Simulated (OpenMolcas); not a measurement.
O: CASPT2 settings compared

| Property | Result |
| --- | --- |
| Program | OpenMolcas 26.06 |
| Basis | ANO-RCC-VQZP [5s4p3d2f1g] |
| Scalar Hamiltonian | DKH2, point nucleus |
| Active space | 4 electrons in 3 orbitals (2p) |
| State averaging | 2S+1 = 3 even, 3 roots; 2S+1 = 1 even, 6 roots kept (CI in the orbitals of an earlier block) |
| Spin-orbit coupling | state interaction with AMFI integrals over the reference wave functions, term energies averaged over their components |

Methods on the same reference wave functions:
A. CASSCF
B. SS-CASPT2, IPEA 0.35 Eh, no level shift (closed shells correlated: 1s 2s)
C. SS-CASPT2, IPEA 0.6 Eh, no level shift (closed shells correlated: 1s 2s)
D. SS-CASPT2, IPEA 0.4 Eh, imaginary shift 0.1 Eh (closed shells correlated: 2s)

Energies in eV above 2s² 2p⁴ ³P₂, the measured ground level; measured values from NIST Handbook of Basic Atomic Spectroscopic Data.

| Level | A | B | C | D | Measured |
| --- | --- | --- | --- | --- | --- |
| 2s² 2p⁴ ³P₂ | 0.0000 | 0.0000 | 0.0000 | 0.0000 | 0.0000 |
| 2s² 2p⁴ ³P₁ | 0.0186 | 0.0187 | 0.0187 | 0.0187 | 0.0196 |
| 2s² 2p⁴ ³P₀ | 0.0278 | 0.0278 | 0.0278 | 0.0278 | 0.0281 |
| 2s² 2p⁴ ¹D₂ | 2.2041 | 1.935 | 1.913 | 1.928 | 1.9674 |
| 2s² 2p⁴ ¹S₀ | 5.4961 | 4.399 | 4.439 | 4.405 | 4.1897 |

Deviations, from unrounded energies. A percentage is the sum of absolute deviations over the sum of measured energies, with the sign that they share, or ± where signs differ.

```json
{"Against measurement": "mean absolute deviation (cm-1)", "Levels": "4", "A": "3100", "B": "490", "C": "610", "D": "520"}
{"Against measurement": "fine structure of the ground term (%)", "Levels": "2", "A": "-2.8", "B": "-2.8", "C": "-2.8", "D": "-2.8"}
{"Against measurement": "other terms of the ground configuration (%)", "Levels": "2", "A": "+25.1", "B": "±3.9", "C": "±4.9", "D": "±4.1"}
```

B, D lie about equally close to measurement and A furthest from it. The largest miss of B in the table is 2s² 2p⁴ ¹S₀, by +1700 cm-1. The ranking rests on the paired levels alone, and a cruder setting can come out closer through cancelling errors.

Among B to D the level of the table that moves most is 2s² 2p⁴ ¹S₀, by 320 cm-1 (lowest in B, highest in C). Moves below CASPT2's spread within the term are not significant.

The mean deviations of B to D differ by less than CASPT2's widest spread within a term (200 cm-1), so their order carries little weight.

From A to B the spin-free energies of the other terms of 2s² 2p⁴ shown, above ³P, scale by factors of 0.80 to 0.88.

The lowest spin-free term lies below A's lowest term by 0.179 hartree in B, 0.175 hartree in C, 0.166 hartree in D.

CASPT2 breaks the degeneracy within a term, and the mean is taken; among the terms shown or strongly mixed into the levels shown the widest spread is 200 cm-1 (2s² 2p⁴ ¹D, C). Terms from blocks run as CI alone lack orbitals of their own. With the s shell closed, the reference lacks s² → p² mixing. Without dynamic correlation excited terms often stand tens of per cent too high (terms of higher spin than the ground term too low), and those without a measured partner can miss by more than the paired ones (holds for A). Computed and measured levels are paired by configuration, term and J; levels that our copy of the source lacks, or whose pairing is in doubt (as where it misses far off the trend of its configuration), stay unpaired and out of the deviations. Levels of configurations outside the active space are missing.
